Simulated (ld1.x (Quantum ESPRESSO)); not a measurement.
**Ranking ultrasoft potentials for copper**

All share these settings but for the change named:

* Element: Cu
* Generator: ld1.x (Quantum ESPRESSO) 7.5
* Type: ultrasoft
* Functional: PBE
* Relativity: scalar-relativistic
* Frozen core: [Ar]
* Valence charge: 11
* Reference configuration: 3d10 4s0.5 4p0.5
* Partial waves: 4s (bound): rcut 1.85, rcutus 2.15 bohr; 4s channel at 0.35 Ry: rcut 1.85, rcutus 2.15 bohr; 4p (bound): rcut 2.25, rcutus 3.15 bohr; 4p channel at 2.45 Ry: rcut 2.25, rcutus 3.15 bohr; 3d (bound): rcut 1.15, rcutus 1.30 bohr; 3d channel at 1.2 Ry: rcut 1.15, rcutus 1.30 bohr
* Local potential: all-electron potential smoothed inside 2.05 bohr (lloc = -1)
* Core correction: none
* Augmentation charge: PSQ, inside the norm-conserving radii

Test errors are all-electron minus pseudo excitation energies from the reference, over 3d10 4s1 4p0; 3d10 4s0 4p0; 3d9 4s0 4p0; 3d7 4s0 4p0; 3d8 4s0 4p0; 3d9 4s2 4p0; 3d10 4s0 4p1. None of these files shows a bound ghost.

The base gives 222.0 meV.

Of 6 variants that were run, those that failed, showed a ghost or another fault, or gave nearly equal values are left out.

A variant can come out equal or close to the base, since the largest error may sit in a test that the change hardly touches while other tests move.

Question: Rank these variants by their largest absolute test error, smallest first.
A. waves 4s (bound): rcut 1.76, rcutus 1.86 bohr; 4s channel at 0.35 Ry: rcut 1.76, rcutus 1.86 bohr
B. waves 4s (bound): rcut 1.85, rcutus 3.10 bohr; 4s channel at 0.35 Ry: rcut 1.85, rcutus 3.10 bohr
C. waves 4s (bound): rcut 1.85, rcutus 2.42 bohr; 4s channel at 0.35 Ry: rcut 1.85, rcutus 2.42 bohr

Answer: B (171.7 meV), C (200.0 meV), A (248.4 meV).
